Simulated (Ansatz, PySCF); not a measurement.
Species: BI₂, charge 0, multiplicity 2. It need not be the lowest isomer of its formula. 
Structure (B3LYP-D3(BJ)/def2-TZVP (Ansatz, a quantum-chemistry and plane-wave program) minimum search):
```
B
I 1 2.1018
I 1 2.1018 2 128.46
```
Charge 0, spin multiplicity 2.

Wanted: atomisation energy (electronic, to ground-state atoms), in kJ/mol. Valence correlation only, unless marked. UHF or UKS for open shells. Spin-orbit coupling is left out. The frozen core is the preceding noble-gas configuration, with the filled d and f shells of earlier blocks. Past Kr the def2 sets carry scalar-relativistic core potentials. The coupled-cluster limit lacks core correlation, which all-electron functionals hold. CBS(X,Y): correlation extrapolated as X^-3; Hartree-Fock from the larger set. [CCSD(T)-MP2]/basis is that difference in the basis named.

| level | program | atomisation energy (kJ/mol) |
|---|---|---|
| TPSS-D4/def2-TZVPD | PySCF + dftd4 | 633.1 |
| r2SCAN-D4/def2-TZVPD | Ansatz + dftd4 | 641.4 |
| BHLYP-D3(BJ)/def2-TZVPD | Ansatz + dftd3 | 566.3 |
| BHLYP/def2-TZVPD | Ansatz | 546.7 |
| CAM-B3LYP-D4/def2-TZVPD | Ansatz + dftd4 | (withheld) |
| SCS-MP2/def2-TZVPPD | Ansatz | 566.4 |
| CCSD/def2-SVP | Ansatz | 520.3 |
| RI-MP2/CBS(def2-TZVPPD,def2-QZVPPD)+[CCSD(T)-MP2]/def2-TZVPPD | Ansatz | (withheld) |

### Question
Some entries are withheld; supply them.

### Answer

- CAM-B3LYP-D4/def2-TZVPD, atomisation energy (kJ/mol): 580.2
- RI-MP2/CBS(def2-TZVPPD,def2-QZVPPD)+[CCSD(T)-MP2]/def2-TZVPPD, atomisation energy (kJ/mol): 585.7
